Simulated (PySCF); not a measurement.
Input of a run (PBE0-D3(BJ)/def2-SVP geometry optimisation, gas phase (PySCF 2.14.0)), started from GFN2-xTB:
```
{"job": {"xc": "PBE0", "basis": "def2-SVP", "d3": "d3bj", "grid": 1, "kind": "geom"}, "charge": 0, "multiplicity": 1}
C     -0.491023    -1.976622    -1.332789
C      0.560976    -0.936457    -0.974730
C      0.009882     0.111237    -0.003082
O     -0.984399     0.821279    -0.665758
C     -1.685740     1.735937     0.148112
O      1.010899     1.018605     0.422462
C      1.738477     0.622546     1.554177
H     -0.092254    -2.680416    -2.058867
H     -0.802072    -2.529654    -0.448666
H     -1.361458    -1.486262    -1.758977
H      0.888559    -0.406605    -1.869035
H      1.427582    -1.415794    -0.516369
H     -0.414367    -0.389457     0.896515
H     -2.444407     2.186390    -0.487814
H     -1.019504     2.510969     0.536372
H     -2.166024     1.218551     0.988719
H      1.075892     0.432364     2.408746
H      2.404983     1.450129     1.790029
H      2.334194    -0.277491     1.363493
```

Output (energies in Eh, forces in Eh/bohr):
```
step   0  E = -347.53452105  max force = 0.015932
step   1  E = -347.53570705  max force = 0.003644
step   2  E = -347.53609124  max force = 0.002047
step   3  E = -347.53618626  max force = 0.000769
step   4  E = -347.53627123  max force = 0.001142
step   5  E = -347.53630407  max force = 0.000904
step   6  E = -347.53631503  max force = 0.000460
step   7  E = -347.53631947  max force = 0.000141
optimisation converged
```

Problem. Summarise the run.

Solution. The energy falls by 4.7 kJ/mol over 8 energy and gradient evaluations, the largest force component goes from 0.0159 to 1.4e-04 Eh/bohr, and the atoms move by 0.041 Å rms after alignment. Among the bonds, C2–C3 and C1–H9 change most and about equally (-0.015 to +0.014 Å). Bonds longer at the end by more than 0.005 Å: 12 of 18; shorter: 5. The energy never rose by more than 1e-6 Eh on the way. The first step brought 66 % of the lowering.

Problem. What are the final bond lengths?

Solution. C1–C2 1.518 Å, C2–C3 1.517 Å, C3–O4 1.380 Å, O4–C5 1.400 Å, C3–O6 1.405 Å, O6–C7 1.393 Å, C1–H8 1.100 Å, C1–H9 1.102 Å, C1–H10 1.099 Å, C2–H11 1.102 Å, C2–H12 1.102 Å, C3–H13 1.119 Å, C5–H14 1.098 Å, C5–H15 1.103 Å, C5–H16 1.108 Å, C7–H17 1.108 Å, C7–H18 1.099 Å, C7–H19 1.107 Å. Numbering counts from 1 in the input's order; the species is `CCC(OC)OC` (1,1-dimethoxypropane).

The run used 158 basis functions and 50 SCF cycles in all.

Not checked by PBE0-D3(BJ)/def2-SVP frequencies. The numbers are those of one conformer.

The values belong to the conformer `[CH3:1][CH2:2][CH:3]([O:4][CH3:5])[O:6][CH3:7]`: C1–C2–C3–O4 -63°, C2–C3–O4–C5 173°, C2–C3–O6–C7 -88°.
